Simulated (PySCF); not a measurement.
Al(Cl)(F)(SeH) (AlClFHSe), SMILES [Al]([F])([Cl])[SeH].

Geometry: B3LYP-D3(BJ)/def2-SVP. The values are those of a single conformer.

Computed with IEF-PCM-B3LYP/def2-SVP (PySCF).

The values are the electrostatic part of the solvation free energy, E(continuum) − E(gas) at the gas-phase geometry, in a cavity of scaled van der Waals radii (PySCF's table); cavitation and dispersion terms are not included. A continuum can't describe solvent molecules that bind to the metal. In vacuum the orbital gap is 6.21 eV. The dipole moment in vacuum is 1.15 D.

```
solvent              ε  ΔG(elec) (kcal/mol)  dipole (D)  gap (eV)
---------------  -----  -------------------  ----------  --------
water            78.36                  ___         ___       ___
cyclohexanone    15.62                 -5.8        1.30      6.29
tetrahydrofuran   7.43                 -5.1        1.29      6.28
```

Problem. Fill in the missing entries. (The exact figures need the calculation; the answer reports its results.)

Solution. 
- water, ΔG(elec) (kcal/mol): -6.3
- water, dipole (D): 1.31
- water, gap (eV): 6.30
